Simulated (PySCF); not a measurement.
Distorted geometries of HgF2(H2O)2

HgF2(H2O)2 (singlet). PySCF 2.14.0, RKS PBE, Hg def2-SVP with ECP60, F def2-SVP, O def2-SVP, H def2-SVP; non-relativistic Hamiltonian with scalar-relativistic core potentials where named; density fitting; no spin-orbit coupling. Relaxed geometry:

```xyz
9

Hg    0.1422    0.0000    0.0000
F     0.1973    1.9175    0.5480
O    -1.4272   -1.5574    1.5268
H    -0.9644   -1.8000    2.3512
H    -1.0198   -2.1532    0.8511
F     0.1973   -1.9175   -0.5480
O    -1.4272    1.5574   -1.5268
H    -1.0198    2.1532   -0.8511
H    -0.9644    1.8000   -2.3512
```

**Question.** Order these distorted geometries by energy above the relaxed one, lowest first.
A.
```xyz
9

Hg    0.2392    0.1064    0.0541
F     0.2514    1.7838    0.5247
O    -1.3670   -1.6062    1.5762
H    -1.1880   -1.7485    2.4849
H    -1.1012   -2.1037    0.9122
F     0.2419   -1.8768   -0.7344
O    -1.2510    1.4788   -1.5987
H    -1.0133    2.2117   -0.7989
H    -1.0980    1.7545   -2.4201
```
B.
```xyz
9

Hg    0.1201    0.0200   -0.0174
F     0.1868    1.8609    0.5496
O    -1.2971   -1.5764    1.3853
H    -1.0688   -1.8140    2.4101
H    -1.1656   -2.1272    0.8062
F     0.2682   -1.9066   -0.6771
O    -1.4683    1.5867   -1.4313
H    -0.9139    2.2121   -0.7809
H    -0.9474    1.7444   -2.2444
```
C.
```xyz
9

Hg    0.1029   -0.0155   -0.1068
F     0.1399    2.0732    0.5226
O    -1.4515   -1.4781    1.4279
H    -0.9485   -1.9427    2.4515
H    -0.8508   -2.1048    0.8973
F     0.2162   -1.9472   -0.6356
O    -1.4115    1.3660   -1.4835
H    -1.0234    2.1431   -0.8248
H    -1.0595    1.9058   -2.2487
```

**Answer.** C (1.57 eV), B (1.66 eV), A (2.44 eV).

**Question.** Which forces (eV/Å) act in the one that lies 1.66 eV up?

**Answer.** 
```
Hg    0.35  -2.56  -0.83
F     0.14   1.74   0.59
O    -2.51  10.70  14.26
H    -0.62   0.16  -4.08
H     2.99 -10.93  -9.97
F    -0.17   0.84   0.20
O     1.42   1.64   1.10
H    -1.40  -1.43  -1.05
H    -0.20  -0.15  -0.22
```
Forces carry noise of the integration grid, about 0.01 to 0.03 eV/Å.
